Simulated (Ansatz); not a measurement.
Steps of a relaxation of FH3Se3Zr (`[F][Zr]([SeH])([SeH])[SeH]`) with RKS PBE0-D4/def2-TZVP.

```sh
$ ansatz run in.yaml --threads 2 --pin off --events-out ev --progress --plain --max-ram 32768MiB --backend cuda --devices 0, --max-vram 18GiB
```

```yaml
crystal:
  periodic: [false, false, false]
  atoms:
    - {symbol: F, position_ang: [0.328870, 1.986490, -0.152190]}
    - {symbol: Zr, position_ang: [0.501880, 0.168690, 0.122150]}
    - {symbol: Se, position_ang: [-1.818080, -0.570440, -0.548280]}
    - {symbol: Se, position_ang: [2.008950, -1.035110, -1.503000]}
    - {symbol: Se, position_ang: [0.667000, -0.370450, 2.578600]}
    - {symbol: H, position_ang: [-2.335730, 0.708150, -0.950340]}
    - {symbol: H, position_ang: [1.128110, -1.221320, -2.617170]}
    - {symbol: H, position_ang: [-0.481000, 0.333990, 3.070230]}
basis:
  gaussian: {orbitals: def2-TZVP}
hamiltonian: {xc: pbe0, dispersion: d4}
relax: {f_tol: 0.005, max_steps: 150}
```

Positions (Å) and forces (eV/Å) along the path, 16 of 18 steps:

```xyz
8
step=1 energy=-200076.4803 eV
F     0.329    1.986   -0.152    0.088    1.127   -0.174
Zr    0.502    0.169    0.122   -0.848   -0.264   -0.148
Se   -1.818   -0.570   -0.548   -0.215   -0.967    0.140
Se    2.009   -1.035   -1.503    1.331   -0.308    0.298
Se    0.667   -0.370    2.579    1.035   -0.797    0.515
H    -2.336    0.708   -0.950   -0.100    0.737   -0.195
H     1.128   -1.221   -2.617   -0.634   -0.013   -0.507
H    -0.481    0.334    3.070   -0.657    0.485    0.073
8
step=2 energy=-200076.6606 eV
F     0.389    2.092   -0.184   -0.107   -0.247    0.064
Zr    0.325    0.221    0.075    0.819   -0.623    0.225
Se   -1.996   -0.644   -0.575    0.086    0.142    0.038
Se    2.128   -1.063   -1.435   -0.564    0.534    0.665
Se    0.776   -0.467    2.611   -0.096    0.174   -0.947
H    -2.341    0.736   -0.965    0.008   -0.018   -0.033
H     1.130   -1.194   -2.503   -0.108   -0.032   -0.027
H    -0.411    0.320    2.977   -0.037    0.069    0.016
8
step=3 energy=-200076.7863 eV
F     0.328    2.052   -0.174    0.027    0.170    0.033
Zr    0.343    0.186    0.075   -0.106    0.058   -0.024
Se   -1.990   -0.610   -0.583   -0.189   -0.103   -0.025
Se    2.106   -1.023   -1.308    0.267   -0.051   -0.089
Se    0.825   -0.500    2.483    0.068   -0.122    0.119
H    -2.348    0.759   -0.993    0.063    0.005   -0.016
H     1.084   -1.170   -2.355   -0.090   -0.044   -0.030
H    -0.349    0.305    2.856   -0.038    0.086    0.032
8
step=4 energy=-200076.8016 eV
F     0.333    2.065   -0.140   -0.010    0.015    0.026
Zr    0.328    0.189    0.067   -0.020    0.007    0.017
Se   -2.007   -0.633   -0.591   -0.036    0.014   -0.003
Se    2.113   -1.007   -1.326    0.054    0.040   -0.060
Se    0.816   -0.511    2.480   -0.035   -0.045   -0.001
H    -2.307    0.748   -1.013    0.019   -0.018   -0.025
H     1.059   -1.182   -2.343   -0.013   -0.048    0.041
H    -0.335    0.329    2.866    0.041    0.035    0.005
8
step=5 energy=-200076.8426 eV
F     0.279    2.090   -0.001    0.006   -0.211    0.042
Zr    0.288    0.197    0.070    0.047    0.109    0.032
Se   -2.049   -0.627   -0.623    0.086    0.109   -0.013
Se    2.135   -0.871   -1.367   -0.348    0.022   -0.117
Se    0.781   -0.638    2.445   -0.218    0.213   -0.084
H    -2.263    0.724   -1.186    0.021   -0.092    0.003
H     0.992   -1.305   -2.219    0.222    0.018    0.176
H    -0.162    0.430    2.881    0.184   -0.169   -0.039
8
step=6 energy=-200076.8151 eV rejected
F     0.230    2.125    0.092    0.016   -0.312    0.001
Zr    0.244    0.228    0.065   -0.037    0.234    0.065
Se   -2.077   -0.622   -0.649    0.128    0.352   -0.120
Se    2.104   -0.747   -1.417   -0.880   -0.425   -0.469
Se    0.744   -0.702    2.398   -0.446    0.698    0.284
H    -2.172    0.700   -1.337   -0.012   -0.301    0.107
H     0.954   -1.449   -2.147    0.783    0.453    0.527
H    -0.027    0.468    2.996    0.448   -0.700   -0.396
8
step=7 energy=-200076.8608 eV
F     0.268    2.108    0.043    0.010   -0.086    0.020
Zr    0.274    0.219    0.079   -0.027    0.075    0.016
Se   -2.048   -0.620   -0.624    0.032    0.104   -0.023
Se    2.099   -0.826   -1.386   -0.211   -0.038   -0.165
Se    0.779   -0.649    2.429   -0.133    0.108    0.010
H    -2.222    0.703   -1.264    0.008   -0.091    0.010
H     0.971   -1.361   -2.195    0.197    0.041    0.171
H    -0.122    0.426    2.919    0.124   -0.113   -0.039
8
step=8 energy=-200076.8758 eV
F     0.293    2.130    0.112   -0.018   -0.042   -0.007
Zr    0.256    0.242    0.081    0.015    0.039    0.038
Se   -2.062   -0.610   -0.623    0.017    0.095   -0.025
Se    2.079   -0.769   -1.407   -0.153   -0.038   -0.123
Se    0.765   -0.681    2.405   -0.085    0.070    0.005
H    -2.228    0.664   -1.356    0.015   -0.072    0.015
H     0.958   -1.413   -2.135    0.140    0.031    0.112
H    -0.061    0.436    2.922    0.069   -0.083   -0.015
8
step=9 energy=-200076.8917 eV
F     0.252    2.160    0.143    0.041   -0.012    0.015
Zr    0.249    0.274    0.097   -0.037    0.025   -0.026
Se   -2.073   -0.562   -0.594    0.006    0.056   -0.036
Se    2.031   -0.688   -1.475   -0.072   -0.016   -0.052
Se    0.758   -0.719    2.392   -0.020    0.030    0.003
H    -2.149    0.624   -1.476    0.006   -0.069    0.039
H     0.937   -1.499   -2.050    0.067    0.021    0.057
H    -0.005    0.411    2.962    0.009   -0.035    0.001
8
step=10 energy=-200076.8937 eV
F     0.254    2.166    0.145    0.027   -0.008    0.006
Zr    0.243    0.280    0.091    0.024    0.019    0.028
Se   -2.074   -0.562   -0.592   -0.019    0.040   -0.034
Se    2.022   -0.678   -1.487   -0.040    0.011   -0.029
Se    0.758   -0.718    2.385   -0.015    0.022   -0.015
H    -2.128    0.619   -1.480   -0.013   -0.050    0.017
H     0.932   -1.510   -2.032    0.032   -0.009    0.032
H    -0.007    0.402    2.970    0.003   -0.025   -0.004
8
step=11 energy=-200076.9039 eV
F     0.287    2.205    0.164    0.015    0.027   -0.009
Zr    0.241    0.323    0.083    0.021    0.007   -0.025
Se   -2.095   -0.502   -0.567   -0.023   -0.025    0.022
Se    1.969   -0.590   -1.575   -0.025   -0.011    0.004
Se    0.796   -0.720    2.348   -0.027   -0.007    0.005
H    -2.149    0.610   -1.536    0.007    0.000    0.001
H     0.990   -1.646   -1.898    0.019    0.030    0.028
H    -0.039    0.322    2.981    0.013   -0.021   -0.026
8
step=14 energy=-200076.9065 eV rejected
F     0.324    2.249    0.156   -0.001   -0.024   -0.010
Zr    0.255    0.366    0.063   -0.031    0.018   -0.002
Se   -2.096   -0.476   -0.521    0.017    0.019   -0.003
Se    1.951   -0.552   -1.619   -0.102   -0.135   -0.018
Se    0.794   -0.745    2.297   -0.007    0.006    0.023
H    -2.165    0.585   -1.546    0.001   -0.009    0.009
H     1.010   -1.687   -1.778    0.107    0.142    0.023
H    -0.072    0.260    2.948    0.016   -0.016   -0.022
8
step=15 energy=-200076.9073 eV
F     0.321    2.244    0.158    0.004    0.026   -0.003
Zr    0.254    0.362    0.067   -0.011   -0.040    0.010
Se   -2.095   -0.479   -0.518    0.009    0.005   -0.003
Se    1.955   -0.562   -1.605    0.001    0.002   -0.007
Se    0.790   -0.746    2.304   -0.001    0.005   -0.001
H    -2.155    0.575   -1.550   -0.004    0.001    0.000
H     0.996   -1.665   -1.801    0.001    0.002    0.005
H    -0.066    0.272    2.945    0.001   -0.003   -0.001
8
step=16 energy=-200076.9074 eV
F     0.320    2.244    0.150    0.002    0.012    0.002
Zr    0.254    0.361    0.068   -0.004   -0.019   -0.015
Se   -2.094   -0.480   -0.523    0.005    0.001    0.004
Se    1.954   -0.561   -1.608   -0.003    0.005    0.005
Se    0.796   -0.742    2.305    0.003   -0.006    0.003
H    -2.156    0.583   -1.546   -0.002    0.002   -0.001
H     0.998   -1.668   -1.795    0.000    0.000    0.003
H    -0.071    0.264    2.948   -0.002    0.004    0.000
8
step=17 energy=-200076.9074 eV
F     0.323    2.244    0.150    0.001    0.006    0.001
Zr    0.254    0.361    0.066    0.001   -0.006   -0.001
Se   -2.095   -0.478   -0.521    0.000    0.001   -0.001
Se    1.955   -0.558   -1.610   -0.005   -0.003    0.000
Se    0.796   -0.745    2.302    0.000    0.000   -0.004
H    -2.164    0.584   -1.545    0.001   -0.001    0.003
H     1.003   -1.671   -1.783    0.004    0.002    0.000
H    -0.072    0.262    2.942   -0.001    0.001    0.001
8
step=18 energy=-200076.9074 eV
F     0.322    2.244    0.149   -0.001   -0.004    0.000
Zr    0.254    0.361    0.065    0.001    0.005    0.002
Se   -2.095   -0.479   -0.521    0.000    0.001    0.000
Se    1.954   -0.557   -1.611    0.000   -0.001    0.000
Se    0.796   -0.745    2.301    0.001   -0.001    0.000
H    -2.163    0.587   -1.541   -0.001    0.000    0.000
H     1.006   -1.673   -1.782    0.001    0.000    0.000
H    -0.074    0.262    2.941   -0.001    0.001    0.000
```

Run time 28 s (2 threads of an AMD EPYC 7R13 on a shared host and a share of an NVIDIA H100 80 GB); peak host memory 1 GiB.
